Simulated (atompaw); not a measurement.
## What one change does to a pseudopotential (molybdenum (Mo), PAW (atompaw))

Mo (Z = 42), PAW, made with atompaw 4.2.0.5 (PBE, scalar-relativistic). Core [Ar] 3d10 4s2, reference 4p6 4d4.5 5s0 5p0 (charge +1.5). Waves: 5s (bound, empty): rc 2.85 bohr; 5s channel at -0.4 Ry: rc 2.85 bohr; 4p (bound): rc 2.05 bohr; 5p (bound, empty): rc 2.85 bohr; 4d (bound): rc 2.85 bohr; 4d channel at 0.75 Ry: rc 2.85 bohr. Local part: troulliermartins scheme with l = 3 at -0.5 Ry, radius 2.40 bohr. Core correction: smooth core density matched at 2.65 bohr. Augmentation charge: besselshape compensation charge, radius 2.65 bohr; PAW radius 2.85 bohr; waves and projectors: custom rrkj gramschmidtortho.

Change: wave 4p (bound): rc 2.05 bohr becomes 4p (bound): rc 2.20 bohr.

Cutoffs: the cutoffs (Ry, on a coarse ladder) from which the occupation-weighted sum of valence levels, in a spherical-Bessel basis at the reference potential, stays within 10 and 1 mRy of its value at 400 Ry; they do not see the model core or the augmentation charge, which bear on the density cutoff.

Problem. What does the change do?

Solution. The potential gets softer (21 Ry and 35 Ry → 18 Ry and 30 Ry); both files keep a bound ghost (s).

| quantity | base | changed |
| --- | --- | --- |
| cutoff, loose | 21 Ry | 18 Ry |
| cutoff, tight | 35 Ry | 30 Ry |
| loose cutoff by channel (10 mRy a level) | p 18 Ry, d 10 Ry | p 15 Ry, d 10 Ry |
| bound ghosts | s | s |
| s: phases at 2.85 bohr within 0.05 rad from the reference energy up to (Ry; the scan ends near 5) | n/a | n/a |
| p: phases at 2.85 bohr within 0.05 rad from the reference energy up to (Ry; the scan ends near 5) | 0.8 | 0.8 |
| d: phases at 2.85 bohr within 0.05 rad from the reference energy up to (Ry; the scan ends near 5) | 4.8 | 4.8 |
| lowest overlap eigenvalue by channel | s 0.30, p 0.47, d 0.79 | s 0.30, p 0.49, d 0.79 |

 A true bound ghost makes a file unfit for plane-wave use even where its test errors are small: the radial tests pick states by their node count and pass the ghost by. The cutoffs see the waves, projectors and local potential, not the compensation charge or the core.
